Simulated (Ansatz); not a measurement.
Process, species as SMILES: C[SiH](C)F -> C[SiH]C + F atom (the F-Si bond at the site shown breaks; other sites are not compared here)
Structures are relaxed separately at B3LYP-D3(BJ)/def2-TZVP in Ansatz (a quantum-chemistry and plane-wave program).
Geometry of the first species:
SMILES: C[SiH](C)F
```xyz
11

Si    -0.0665     0.0739    -0.3508
C      1.3909    -1.0582    -0.1080
C     -1.5777    -0.4994     0.5724
F      0.3354     1.5377     0.2005
H     -0.3667     0.2357    -1.7933
H      1.1723    -2.0532    -0.5039
H      2.2745    -0.6785    -0.6245
H      1.6353    -1.1633     0.9512
H     -2.4046     0.2022     0.4480
H     -1.9054    -1.4740     0.2016
H     -1.3726    -0.5972     1.6407
```

Property: bond dissociation energy (electronic energy difference), in kcal/mol. Correlated levels leave the core frozen unless marked. Open shells are spin-unrestricted. Spin-orbit coupling is left out. Non-relativistic. CBS(X,Y): correlation extrapolated as X^-3; Hartree-Fock from the larger set. The bracket is a focal-point correction in the basis named.

```csv
level,program,bond dissociation energy (kcal/mol)
SVWN5/def2-TZVPD,Ansatz,178.1
```

Task: Predict the RI-MP2/CBS(aug-cc-pV(T+d)Z,aug-cc-pV(Q+d)Z)+[CCSD(T)-MP2]/aug-cc-pV(T+d)Z result (Ansatz).

Result: 161.4 kcal/mol, so SVWN5/def2-TZVPD differs from it by 16.7 kcal/mol.
